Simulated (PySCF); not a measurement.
UHF on He (helium, neutral), 1s1 2p1, high-spin 3P determinant (an excited configuration). All numbers are calculated (PySCF 2.14, no relativity, point nucleus, in dyall-av2z (7s2p, 13 functions)).

```
cycle= 1 E= -1.90564138821452  delta_E= -7.92e-11  |g|= 2.37e-06  |ddm|= 1.12e-05
converged SCF energy = -1.90564138821452  <S^2> = 2  2S+1 = 3
```

Highest occupied orbital energy: 2.453 eV; ⟨L²⟩ = 2.00; populations by l: s 1.00, p 1.00.

Question: Can this result be used?

Answer: Not for this state. The run converged. The outer electron is Rydberg-like, and this basis confines it to a smaller radius and binds it less than a complete one would. At UHF the highest occupied level has a positive energy, so only the finite basis holds that electron; for this excited configuration the basis is too tight for the outer shell.
